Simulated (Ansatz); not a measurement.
Frontier orbitals of `O[Si](O)(O)O[SiH2]F`.

Total charge 0; spin multiplicity 1. All single points use the PBE0-D4/def2-TZVP geometry. It is one conformer, not always the lowest. Basis def2-TZVPP, Ansatz.

Orbital energies of one run (eV). Highest occupied ones, from the top: -7.44, -7.63, -8.00, -8.30, -8.61, -8.85, -9.18, -9.28, -9.69, -9.87, -10.78, -10.89, -12.03, -12.97. Empty: -0.64, -0.07, 0.52, 0.64, 0.70, 1.38.

Task: Which functional gave them?
A. BHLYP
B. PBE
C. ωB97X-V
D. B97M-V

Result: B. HOMO energies: PBE -7.44, ωB97X-V -11.53, BHLYP -10.55, B97M-V -7.93 eV.
